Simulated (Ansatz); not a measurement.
Ansatz (a first-principles code) input (B3LYP-D3(BJ)/def2-TZVP):

Ansatz 0.2 input:
```yaml
crystal:
  periodic: [false, false, false]
  atoms:
    - {symbol: C, position_ang: [-1.52379418, 0.06130286, 0.07646245]}
    - {symbol: C, position_ang: [-0.32880716, -0.32837335, -0.77946214]}
    - {symbol: C, position_ang: [1.00775955, -0.07716829, -0.13590950]}
    - {symbol: O, position_ang: [1.16751738, 0.39077004, 0.96138732]}
    - {symbol: H, position_ang: [-1.52549417, -0.49086208, 1.01625237]}
    - {symbol: H, position_ang: [-1.49533263, 1.12247111, 0.32386088]}
    - {symbol: H, position_ang: [-2.45717114, -0.14613921, -0.44755506]}
    - {symbol: H, position_ang: [-0.32357628, 0.20529229, -1.73836024]}
    - {symbol: H, position_ang: [-0.35341482, -1.39076380, -1.05338353]}
    - {symbol: H, position_ang: [1.88390076, -0.36072591, -0.75845780]}
basis:
  gaussian:
    orbitals: def2-TZVP
hamiltonian:
  xc: b3lyp
  dispersion: d3bj
phonons: {temperatures: {t_min: 298.15, t_max: 298.15, t_step: 100}}
```

Output:

```
Functional definition: B3LYP
integrals: 0.06 GiB planned
955 factors; their error is unknown
mean field: 0.64 GiB planned
mean field evaluation 1: about -5248.6412 eV, gradient 6.7e1 eV
mean field evaluation 2: about -5238.1924 eV, gradient 9.7e1 eV
mean field evaluation 4: about -5257.9163 eV, gradient 6.7e0 eV
mean field evaluation 8: about -5258.0057 eV, gradient 8.2e-2 eV
mean field evaluation 16: about -5257.9883 eV, gradient 6.2e-5 eV
mean field -5257.98833513 eV, -193.2275073235 hartree, gradient 1.3e-5 eV, S^2 0.000000; 0 other end points of the search recorded, 0 dependent functions left out
the calculation of the forces begins
reference -5257.98858395 eV, -193.2275164676 hartree; 16, 16 occupied and 144, 144 virtual orbitals, 955 factors
these checks for a lower state are left out or cut short: stability, starts, cluster_reference, orbital_swaps, neighbouring_geometries, increment
integrals: 0.06 GiB planned
955 factors; their error is unknown
mean field: 0.64 GiB planned
mean field -5257.98817715 eV, -193.2275015180 hartree, gradient 1.9e-6 eV, S^2 0.000000; 0 other end points of the search recorded, 0 dependent functions left out
the calculation of the forces begins
reference -5257.98842597 eV, -193.2275106618 hartree; 16, 16 occupied and 144, 144 virtual orbitals, 955 factors
these checks for a lower state are left out or cut short: stability, starts, cluster_reference, orbital_swaps, neighbouring_geometries, increment
integrals: 0.06 GiB planned
955 factors; their error is unknown
mean field: 0.64 GiB planned
mean field evaluation 32: about -5257.9882 eV, gradient 7.7e-3 eV
mean field -5257.98816968 eV, -193.2275012434 hartree, gradient 1.9e-6 eV, S^2 0.000000; 0 other end points of the search recorded, 0 dependent functions left out
the calculation of the forces begins
reference -5257.98841851 eV, -193.2275103877 hartree; 16, 16 occupied and 144, 144 virtual orbitals, 955 factors
these checks for a lower state are left out or cut short: stability, starts, cluster_reference, orbital_swaps, neighbouring_geometries, increment
integrals: 0.06 GiB planned
955 factors; their error is unknown
mean field: 0.64 GiB planned
mean field -5257.98814613 eV, -193.2275003778 hartree, gradient 1.9e-6 eV, S^2 0.000000; 0 other end points of the search recorded, 0 dependent functions left out
the calculation of the forces begins
reference -5257.98839497 eV, -193.2275095227 hartree; 16, 16 occupied and 144, 144 virtual orbitals, 955 factors
these checks for a lower state are left out or cut short: stability, starts, cluster_reference, orbital_swaps, neighbouring_geometries, increment
integrals: 0.06 GiB planned
955 factors; their error is unknown
mean field: 0.64 GiB planned
mean field -5257.98819578 eV, -193.2275022023 hartree, gradient 1.9e-6 eV, S^2 0.000000; 0 other end points of the search recorded, 0 dependent functions left out
the calculation of the forces begins
reference -5257.98844458 eV, -193.2275113456 hartree; 16, 16 occupied and 144, 144 virtual orbitals, 955 factors
these checks for a lower state are left out or cut short: stability, starts, cluster_reference, orbital_swaps, neighbouring_geometries, increment
integrals: 0.06 GiB planned
955 factors; their error is unknown
mean field: 0.64 GiB planned
mean field -5257.98816560 eV, -193.2275010934 hartree, gradient 1.9e-6 eV, S^2 0.000000; 0 other end points of the search recorded, 0 dependent functions left out
the calculation of the forces begins
reference -5257.98841451 eV, -193.2275102408 hartree; 16, 16 occupied and 144, 144 virtual orbitals, 955 factors
these checks for a lower state are left out or cut short: stability, starts, cluster_reference, orbital_swaps, neighbouring_geometries, increment
integrals: 0.06 GiB planned
[...]
integrals: 0.06 GiB planned
955 factors; their error is unknown
mean field: 0.64 GiB planned
mean field -5257.98829687 eV, -193.2275059177 hartree, gradient 1.9e-6 eV, S^2 0.000000; 0 other end points of the search recorded, 0 dependent functions left out
the calculation of the forces begins
reference -5257.98854567 eV, -193.2275150606 hartree; 16, 16 occupied and 144, 144 virtual orbitals, 955 factors
these checks for a lower state are left out or cut short: stability, starts, cluster_reference, orbital_swaps, neighbouring_geometries, increment
integrals: 0.06 GiB planned
955 factors; their error is unknown
mean field: 0.64 GiB planned
mean field evaluation 192: about -5257.9879 eV, gradient 5.2e-1 eV
mean field -5257.98829469 eV, -193.2275058376 hartree, gradient 1.9e-6 eV, S^2 0.000000; 0 other end points of the search recorded, 0 dependent functions left out
the calculation of the forces begins
reference -5257.98854355 eV, -193.2275149828 hartree; 16, 16 occupied and 144, 144 virtual orbitals, 955 factors
these checks for a lower state are left out or cut short: stability, starts, cluster_reference, orbital_swaps, neighbouring_geometries, increment
integrals: 0.06 GiB planned
955 factors; their error is unknown
mean field: 0.64 GiB planned
mean field -5257.98827095 eV, -193.2275049649 hartree, gradient 1.9e-6 eV, S^2 0.000000; 0 other end points of the search recorded, 0 dependent functions left out
the calculation of the forces begins
reference -5257.98851972 eV, -193.2275141069 hartree; 16, 16 occupied and 144, 144 virtual orbitals, 955 factors
these checks for a lower state are left out or cut short: stability, starts, cluster_reference, orbital_swaps, neighbouring_geometries, increment
integrals: 0.06 GiB planned
955 factors; their error is unknown
mean field: 0.64 GiB planned
mean field -5257.98830630 eV, -193.2275062641 hartree, gradient 1.9e-6 eV, S^2 0.000000; 0 other end points of the search recorded, 0 dependent functions left out
the calculation of the forces begins
reference -5257.98855518 eV, -193.2275154101 hartree; 16, 16 occupied and 144, 144 virtual orbitals, 955 factors
these checks for a lower state are left out or cut short: stability, starts, cluster_reference, orbital_swaps, neighbouring_geometries, increment
integrals: 0.06 GiB planned
955 factors; their error is unknown
mean field: 0.64 GiB planned
mean field -5257.98831944 eV, -193.2275067470 hartree, gradient 1.9e-6 eV, S^2 0.000000; 0 other end points of the search recorded, 0 dependent functions left out
the calculation of the forces begins
reference -5257.98856826 eV, -193.2275158909 hartree; 16, 16 occupied and 144, 144 virtual orbitals, 955 factors
these checks for a lower state are left out or cut short: stability, starts, cluster_reference, orbital_swaps, neighbouring_geometries, increment
integrals: 0.06 GiB planned
955 factors; their error is unknown
mean field: 0.64 GiB planned
mean field evaluation 224: about -5257.9883 eV, gradient 9.9e-7 eV
mean field -5257.98831969 eV, -193.2275067562 hartree, gradient 1.9e-6 eV, S^2 0.000000; 0 other end points of the search recorded, 0 dependent functions left out
the calculation of the forces begins
reference -5257.98856852 eV, -193.2275159003 hartree; 16, 16 occupied and 144, 144 virtual orbitals, 955 factors
these checks for a lower state are left out or cut short: stability, starts, cluster_reference, orbital_swaps, neighbouring_geometries, increment
integrals: 0.06 GiB planned
955 factors; their error is unknown
mean field: 0.64 GiB planned
mean field -5257.98830254 eV, -193.2275061258 hartree, gradient 1.9e-6 eV, S^2 0.000000; 0 other end points of the search recorded, 0 dependent functions left out
the calculation of the forces begins
reference -5257.98855138 eV, -193.2275152705 hartree; 16, 16 occupied and 144, 144 virtual orbitals, 955 factors
these checks for a lower state are left out or cut short: stability, starts, cluster_reference, orbital_swaps, neighbouring_geometries, increment
integrals: 0.06 GiB planned
955 factors; their error is unknown
mean field: 0.64 GiB planned
mean field -5257.98829968 eV, -193.2275060208 hartree, gradient 1.9e-6 eV, S^2 0.000000; 0 other end points of the search recorded, 0 dependent functions left out
the calculation of the forces begins
reference -5257.98854848 eV, -193.2275151641 hartree; 16, 16 occupied and 144, 144 virtual orbitals, 955 factors
these checks for a lower state are left out or cut short: stability, starts, cluster_reference, orbital_swaps, neighbouring_geometries, increment
integrals: 0.06 GiB planned
955 factors; their error is unknown
mean field: 0.64 GiB planned
mean field -5257.98823354 eV, -193.2275035900 hartree, gradient 1.9e-6 eV, S^2 0.000000; 0 other end points of the search recorded, 0 dependent functions left out
the calculation of the forces begins
reference -5257.98848231 eV, -193.2275127322 hartree; 16, 16 occupied and 144, 144 virtual orbitals, 955 factors
these checks for a lower state are left out or cut short: stability, starts, cluster_reference, orbital_swaps, neighbouring_geometries, increment
integrals: 0.06 GiB planned
955 factors; their error is unknown
mean field: 0.64 GiB planned
mean field -5257.98828121 eV, -193.2275053420 hartree, gradient 1.9e-6 eV, S^2 0.000000; 0 other end points of the search recorded, 0 dependent functions left out
the calculation of the forces begins
reference -5257.98853008 eV, -193.2275144879 hartree; 16, 16 occupied and 144, 144 virtual orbitals, 955 factors
these checks for a lower state are left out or cut short: stability, starts, cluster_reference, orbital_swaps, neighbouring_geometries, increment
integrals: 0.06 GiB planned
955 factors; their error is unknown
mean field: 0.64 GiB planned
mean field evaluation 256: about -5257.9879 eV, gradient 5.2e-1 eV
mean field -5257.98828737 eV, -193.2275055685 hartree, gradient 1.9e-6 eV, S^2 0.000000; 0 other end points of the search recorded, 0 dependent functions left out
the calculation of the forces begins
reference -5257.98853619 eV, -193.2275147123 hartree; 16, 16 occupied and 144, 144 virtual orbitals, 955 factors
these checks for a lower state are left out or cut short: stability, starts, cluster_reference, orbital_swaps, neighbouring_geometries, increment
integrals: 0.06 GiB planned
955 factors; their error is unknown
mean field: 0.64 GiB planned
mean field -5257.98829231 eV, -193.2275057498 hartree, gradient 1.9e-6 eV, S^2 0.000000; 0 other end points of the search recorded, 0 dependent functions left out
the calculation of the forces begins
reference -5257.98854113 eV, -193.2275148940 hartree; 16, 16 occupied and 144, 144 virtual orbitals, 955 factors
these checks for a lower state are left out or cut short: stability, starts, cluster_reference, orbital_swaps, neighbouring_geometries, increment
integrals: 0.06 GiB planned
955 factors; their error is unknown
mean field: 0.64 GiB planned
mean field -5257.98831546 eV, -193.2275066006 hartree, gradient 1.9e-6 eV, S^2 0.000000; 0 other end points of the search recorded, 0 dependent functions left out
the calculation of the forces begins
reference -5257.98856431 eV, -193.2275157456 hartree; 16, 16 occupied and 144, 144 virtual orbitals, 955 factors
these checks for a lower state are left out or cut short: stability, starts, cluster_reference, orbital_swaps, neighbouring_geometries, increment
integrals: 0.06 GiB planned
955 factors; their error is unknown
mean field: 0.64 GiB planned
mean field -5257.98828414 eV, -193.2275054499 hartree, gradient 1.9e-6 eV, S^2 0.000000; 0 other end points of the search recorded, 0 dependent functions left out
the calculation of the forces begins
reference -5257.98853294 eV, -193.2275145930 hartree; 16, 16 occupied and 144, 144 virtual orbitals, 955 factors
Total energy: -5258.26077924 eV, -193.2375194599 hartree
Atom 0 at    -1.523794     0.061303     0.076462 Å, force    -0.000207     0.000016     0.000029 eV/Å
Atom 1 at    -0.328807    -0.328373    -0.779462 Å, force     0.000364     0.000188     0.000455 eV/Å
Atom 2 at     1.007760    -0.077168    -0.135909 Å, force    -0.000669    -0.000343    -0.000829 eV/Å
Atom 3 at     1.167517     0.390770     0.961387 Å, force     0.000038     0.000187     0.000438 eV/Å
Atom 4 at    -1.525494    -0.490862     1.016252 Å, force     0.000088     0.000111    -0.000079 eV/Å
Atom 5 at    -1.495333     1.122471     0.323861 Å, force     0.000084    -0.000137     0.000027 eV/Å
Atom 6 at    -2.457171    -0.146139    -0.447555 Å, force     0.000093     0.000022     0.000056 eV/Å
Atom 7 at    -0.323576     0.205292    -1.738360 Å, force     0.000183     0.000203    -0.000161 eV/Å
Atom 8 at    -0.353415    -1.390764    -1.053384 Å, force     0.000174    -0.000263     0.000039 eV/Å
Atom 9 at     1.883901    -0.360726    -0.758458 Å, force    -0.000149     0.000014     0.000027 eV/Å
Dipole moment:    -0.202058    -0.205648    -0.487981 e Å
Vibrations: 140.83 230.54 257.04 670.04 673.05 851.91 905.79 1006.57 1112.79 1148.72 1282.61 1366.73 1411.19 1424.49 1449.67 1494.50 1500.49 1807.24 2865.35 3005.80 3024.30 3049.82 3113.54 3115.80 cm⁻¹, zero-point energy 2.288055 eV
```
